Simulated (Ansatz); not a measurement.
`[F][Hf]([F])([F])[I]`, relaxed with RKS PBE0-D4/def2-TZVP in Ansatz 0.2.0 from a PBE-D4/def2-SVP geometry. The force threshold is 0.005 eV/Å; the program also tests the step.

Charge 0, multiplicity 1. Hf, I takes the def2 core potential.

Start:

```xyz
5

F     1.392   -1.191    0.716
Hf    0.105    0.072    0.088
F    -0.741    0.897    1.588
F     0.996    1.412   -0.938
I    -1.752   -1.190   -1.454
```

```csv
step,energy (eV),largest force (eV/Å),largest move (Å)
1,-17563.4984,0.568,0.000
2,-17563.5178,0.174,0.024
3,-17563.5193,0.016,0.014
4,-17563.5193,0.003,0.003
```

End:

```xyz
5

F     1.381   -1.169    0.713
Hf    0.101    0.069    0.084
F    -0.725    0.888    1.571
F     0.991    1.398   -0.919
I    -1.749   -1.186   -1.449
```

It took 12 s on 4 threads of an Arm Neoverse V2 on a shared host, with 0.47 GiB of host memory at the peak.
